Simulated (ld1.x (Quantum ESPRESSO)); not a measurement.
What one change does to a pseudopotential (rubidium, TM)

```
Element                 : rubidium (Rb)
Generator               : ld1.x (Quantum ESPRESSO) 7.5
Type                    : norm-conserving Troullier–Martins (Kleinman–Bylander form)
Functional              : LDA (PZ)
Relativity              : fully relativistic
Frozen core             : [Kr]
Valence charge          : 1
Reference configuration : 4d0 5s0.75 5p0 (charge +0.25)
Partial waves           : 5s (bound): rc 4.20 bohr; 4d (bound, empty): rc 4.20 bohr; 5p (bound, empty): rc 4.20 bohr
Local potential         : the p channel
Core correction         : a·sin(br)/r model core inside 3.60 bohr
```

Open shells are filled in proportion to 2j + 1 (rel_dist='average').

Change: reference 4d0 5s0.5 5p0.5.

Cutoffs: the cutoffs (Ry, on a coarse ladder) from which the occupation-weighted sum of valence levels, in a spherical-Bessel basis at the reference potential, stays within 10 and 1 mRy of its value at 400 Ry; they do not see the model core or the augmentation charge, which bear on the density cutoff. Errors are all-electron minus pseudo energies relative to the spin-unpolarised reference configuration.

Q: What does the change do?

A: Both files are so soft that the ladder of cutoffs tells neither apart; both files keep a bound ghost (s).

| quantity | base | changed |
| --- | --- | --- |
| cutoff, loose | 6 Ry | 6 Ry |
| cutoff, tight | 6 Ry | 6 Ry |
| bound ghosts | s | s |
| largest error over its own tests, meV | -2.5 | +3.6 |
| s: phases at 4.57 bohr within 0.05 rad from the reference energy up to (Ry; the scan ends near 5) | -0.2 | -0.1 |
| p1/2: phases at 4.57 bohr within 0.05 rad from the reference energy up to (Ry; the scan ends near 5) | -0.1 | -0.0 |
| p3/2: phases at 4.57 bohr within 0.05 rad from the reference energy up to (Ry; the scan ends near 5) | 0.0 | 0.0 |
| d3/2: phases at 4.57 bohr within 0.05 rad from the reference energy up to (Ry; the scan ends near 5) | 0.3 | 0.4 |
| d5/2: phases at 4.57 bohr within 0.05 rad from the reference energy up to (Ry; the scan ends near 5) | 0.3 | 0.4 |

 A true bound ghost makes a file unfit for plane-wave use even where its test errors are small: the radial tests pick states by their node count and pass the ghost by.
